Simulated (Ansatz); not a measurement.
C$_{7}$H$_{7}$O, doublet, at a GFN2-xTB geometry; B3LYP/STO-3G run with Ansatz (a quantum-chemistry and plane-wave program).

Ansatz was given this input:
Ansatz 0.2 input:
```yaml
crystal:
  periodic: [false, false, false]
  atoms:
    - {symbol: C, position_ang: [-2.77485450, -0.31397233, -0.09795376]}
    - {symbol: C, position_ang: [-1.29792260, -0.13873099, -0.03622907]}
    - {symbol: C, position_ang: [-0.45540720, -1.26271643, 0.02356923]}
    - {symbol: C, position_ang: [0.90039985, -1.13281791, 0.06596932]}
    - {symbol: C, position_ang: [1.53805169, 0.17123047, 0.05117137]}
    - {symbol: O, position_ang: [2.76698655, 0.30614444, 0.08995023]}
    - {symbol: C, position_ang: [0.63546333, 1.30580553, -0.01312065]}
    - {symbol: C, position_ang: [-0.71777593, 1.13931539, -0.05441069]}
    - {symbol: H, position_ang: [-3.10307357, -1.07229238, 0.61135704]}
    - {symbol: H, position_ang: [-3.06467633, -0.65514815, -1.09371576]}
    - {symbol: H, position_ang: [-3.29368044, 0.61901725, 0.10676058]}
    - {symbol: H, position_ang: [-0.90589933, -2.24607811, 0.03647089]}
    - {symbol: H, position_ang: [1.54792454, -1.99548828, 0.11300103]}
    - {symbol: H, position_ang: [1.08227016, 2.28858041, -0.02585172]}
    - {symbol: H, position_ang: [-1.36648507, 2.00357152, -0.10159847]}
basis:
  gaussian:
    orbitals: STO-3G
hamiltonian:
  xc: b3lyp
magnetization: {spin_polarized: true, initial_magnetization: 1}
```

### Question
Predict the main parts of the log of this Ansatz run.

### Answer

```
Functional definition: B3LYP
669 factors; integrals over basis functions are off by at most 5.2e-5 eV
mean field evaluation 1: about -9297.6141 eV, gradient 1.9e1 eV
mean field evaluation 2: about -9273.8303 eV, gradient 6.3e1 eV
mean field evaluation 4: about -9299.9692 eV, gradient 3.8e0 eV
mean field evaluation 8: about -9299.9926 eV, gradient 2.4e-1 eV
mean field evaluation 16: about -9299.9936 eV, gradient 3.9e-4 eV
mean field -9299.99361436 eV, -341.7684615655 hartree, gradient 8.8e-6 eV, S^2 0.808563; 2 other end points of the search recorded, 0 dependent functions left out
reference -9299.99382460 eV, -341.7684692919 hartree; 29, 28 occupied and 18, 19 virtual orbitals, 669 factors
Total energy: -9299.99382460 eV, -341.7684692919 hartree
```
